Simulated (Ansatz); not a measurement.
Z-matrix (Å, degrees):
```
C
N 1 1.466
H 1 1.090 2 108.7
H 1 1.093 2 112.6 3 121.4
H 1 1.090 2 108.7 3 -117.3
Ga 2 2.133 1 113.5 3 58.6
H 2 1.014 1 110.7 3 -62.3
H 2 1.014 1 110.7 3 179.5
H 6 1.583 2 98.3 1 59.7
H 6 1.583 2 98.3 1 -59.9
H 6 1.583 2 98.9 1 179.9
```

Charge 0, multiplicity 1.

(1) List the CAM-B3LYP/def2-TZVPP orbital energies in eV (Ansatz). (Best estimate.)

Answers

(1) Ansatz gave: Occupied: -10138.13, -1249.80, -1107.07, -1107.00, -1107.00, -393.16, -280.24, -150.11, -103.54, -103.36, -103.36, -28.06, -23.38, -23.26, -23.25, -23.16, -23.16, -21.44, -17.08, -15.67, -14.79, -13.11, -13.05, -10.40, -8.86, -8.86. Lowest empty: 0.78, 2.26, 2.43, 2.46, 3.40, 3.65, 3.85, 3.97.
